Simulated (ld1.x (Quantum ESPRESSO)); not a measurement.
# Sn (Z = 50): variants of one ultrasoft potential

Base potential:

* Element: Sn (Z = 50)
* Generator: ld1.x (Quantum ESPRESSO) 7.5
* Type: ultrasoft
* Functional: LDA (PZ)
* Relativity: scalar-relativistic
* Frozen core: [Kr]
* Valence charge: 14
* Reference configuration: 4d10 5s1.75 5p2.25
* Partial waves: 5s (bound): rcut 1.70, rcutus 1.90 bohr; 5s channel at 0.5 Ry: rcut 1.70, rcutus 1.90 bohr; 5p (bound): rcut 1.90, rcutus 2.50 bohr; 5p channel at 0.15 Ry: rcut 1.90, rcutus 2.50 bohr; 4d (bound): rcut 1.20, rcutus 1.30 bohr; 4d channel at -1.05 Ry: rcut 1.20, rcutus 1.30 bohr
* Local potential: all-electron potential smoothed inside 1.90 bohr (lloc = -1)
* Core correction: none
* Augmentation charge: PSQ, radius 1.25 bohr

Cutoffs, loose and tight: the cutoffs (Ry, on a coarse ladder) from which the occupation-weighted sum of valence levels, in a spherical-Bessel basis at the reference potential, stays within 10 and 1 mRy of its value at 400 Ry. They do not see the model core or the augmentation charge, which bear on the density cutoff. Test errors are all-electron minus pseudo excitation energies from the reference, over the configurations 4d10 5s2 5p2; 4d10 5s2 5p1; 4d10 5s2 5p0; 4d10 5s1 5p2; 4d10 5s2 5p2.3; 4d10 5s2 5p1.5; 4d9 5s2 5p3 (two spin-polarised tests are not counted in the largest error). A dash means not determined; rows that change the core or the reference have their own tests. The largest error is taken over the tests solved by every variant that gives reliable tests at all: 4d10 5s1 5p2; 4d10 5s2 5p0; 4d10 5s2 5p1; 4d10 5s2 5p1.5; 4d10 5s2 5p2; 4d10 5s2 5p2.3.

A true bound ghost makes a file unfit for plane-wave use even where its test errors are small: the radial tests pick states by their node count and pass the ghost by.

| change | outcome | cutoff, loose | cutoff, tight | bound ghosts | largest test error (meV) |
| --- | --- | --- | --- | --- | --- |
| base | generated | 90 Ry | 140 Ry | none | -1.7 |
| local potential all-electron potential smoothed inside 1.36 bohr (lloc = -1) | generated | 90 Ry | 140 Ry | s | -1.8 |
| local potential all-electron potential smoothed inside 1.68 bohr (lloc = -1) | generated | 90 Ry | 140 Ry | s | -1.7 |
| local potential all-electron potential smoothed inside 2.02 bohr (lloc = -1) | generated | 90 Ry | 140 Ry | none | -1.7 |
| local potential all-electron potential smoothed inside 2.28 bohr (lloc = -1) | generated | 90 Ry | 140 Ry | none | -1.7 |
| local potential all-electron potential smoothed inside 2.64 bohr (lloc = -1) | generated | 90 Ry | 140 Ry | s | -1.7 |
| local potential all-electron potential smoothed inside 2.90 bohr (lloc = -1) | generated | 90 Ry | 140 Ry | none | -1.7 |

Q: What comes out with this change to the base: local potential all-electron potential smoothed inside 1.12 bohr (lloc = -1)?

A: outcome: generated; cutoff, loose: 90 Ry; cutoff, tight: 140 Ry; bound ghosts: s, p; largest test error (meV): -1.7.

Reading the sweep of the rcloc (base included, trends over the rows without a ghost): The loose cutoff stays near 90 Ry. The median size of the test errors (rows with all tests solved) stays near 0.9 meV. Bound ghosts are found at 1.12, 1.36, 1.68, 2.64 bohr.
